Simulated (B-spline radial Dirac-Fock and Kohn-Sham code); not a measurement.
Satellites and hypersatellites of the K lines of Ho¹⁴⁺

System: holmium as Ho¹⁴⁺, configuration [Kr] 4d10 4f6 5s1.

Input file task.json (cfg lists n, l and occupation; rrms is the nuclear radius in fm):

```json
{"items": [{
  "Z": 67,
  "q": 14,
  "cfg": [[1, 0, 2], [2, 0, 2], [2, 1, 6], [3, 0, 2], [3, 1, 6], [3, 2, 10], [4, 0, 2], [4, 1, 6], [4, 2, 10], [4, 3, 6], [5, 0, 1]],
  "A": 165,
  "rrms": 5.2022,
  "do": ["binding", "quiet", "double"]
}]}
```

Command: `python xray_run.py task.json out`

The computed values come from a B-spline atomic structure program: Dirac-Fock energy differences between relaxed states, corrected for Breit and QED terms. Each two-hole energy is an average over J within one jj subconfiguration, not an observable level; in light atoms, where LS coupling holds, the j-resolved values are not observed lines, and for a K spectator the Kα1 hypersatellite is nearly forbidden. Correlation and solid-state effects are left out.

Lines without a spectator: Kα2 (K-L2) 46697.5 eV, Kα1 (K-L3) 47544.6 eV, Kβ3 (K-M2) 53689.4 eV, Kβ1 (K-M3) 53869.1 eV. Shifts in eV with one spectator hole (a dash: not computed, or left out as unreliable):

```
spectator hole     Kα2     Kα1      Kβ3      Kβ1
        K (1s)  +849.3  +900.7  +1095.6  +1107.5
    L2 (2p1/2)  +104.1  +137.1        –   +270.5
    L3 (2p3/2)   +85.7   +91.2   +215.3        –
    M2 (3p1/2)       –  +20.42    +41.7    +49.5
    M3 (3p3/2)  +12.35       –    +37.7    +37.8
    M4 (3d3/2)   +3.99   +0.59        –        –
    M5 (3d5/2)   -0.82   +2.56        –        –
```
